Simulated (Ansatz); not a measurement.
Mulliken charges of `C#C[S][GaH][F]` from PBE/def2-TZVPP in Ansatz (PBE0-D4/def2-TZVP geometry).

```csv
atom,x (Å),y (Å),z (Å),charge (e)
C1,-0.061,0.419,2.155,0.031
C2,0.369,-0.223,1.232,-0.229
S3,1.020,-1.168,0.005,-0.131
Ga4,0.003,-0.286,-1.745,0.427
F5,-1.096,1.028,-1.409,-0.319
H6,-0.449,0.994,2.962,0.212
H7,0.214,-0.764,-3.201,0.010
```

Question: By hand: the dipole of these point charges (1 e Å = 4.8032 D).

Answer: Σ q r = (0.038, -0.030, 0.084) e Å, of length 0.097 e Å = 0.47 D.

Question: How does the dipole of the full density compare? (An estimate is asked.)

Answer: The calculation gave: (0.125, -0.173, -0.182) e Å, 1.35 D; the point charges give 0.35 times that, at 101° from its direction.

Point charges leave out the atoms' own dipoles, such as those of lone pairs, and Mulliken's split depends on the basis, so the two needn't agree.
